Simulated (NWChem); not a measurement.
System: Si2NH7 anion, doublet; SMILES of the neutral closed-shell parent N([SiH3])[SiH3]

```xyz
10

Si    -0.0125     1.7069     0.0425
N     -0.7008    -0.0887     0.1601
Si     0.0980    -1.6051    -0.0333
H      0.3649     3.1707     0.5395
H      1.4265     1.2255    -0.0532
H     -0.3640     2.0853    -1.3864
H     -1.7023    -0.1209     0.3284
H      0.2218    -2.1650    -1.4368
H     -0.5493    -2.7329     0.7391
H      1.5143    -1.5248     0.4524
```
Atoms are numbered in this order, from 1.

All runs: NWChem. Pople sets run with spherical d functions. Spin-unrestricted. Sets without diffuse functions describe the anion's extra electron poorly. All runs use the structure optimised with B3LYP/def2-SVPD, spin-unrestricted. No frequency run checked for a minimum. The spin multiplicity was typed, not searched, and may not be the lowest. No stability test was run on the SCF state. The highest occupied level is positive in some or all of these runs, so the extra electron may be held by the finite basis. Atomic charges in e: unrestrained fits to the electrostatic potential beside Mulliken populations; buried atoms are poorly determined by the fit.

For level UHF/6-31G*:

```yaml
Mulliken Si1: 0.33
ESP N2: -0.66
Mulliken N2: -1.07
ESP Si3: 0.82
Mulliken Si3: 0.82
```

### Question
What are these values for level B3LYP/def2-SVP?

### Answer
The Mulliken Si1 is 0.19, the ESP N2 is -0.49 and the Mulliken N2 is -0.47. The ESP Si3 is 0.64. The Mulliken Si3 comes out as 0.46.
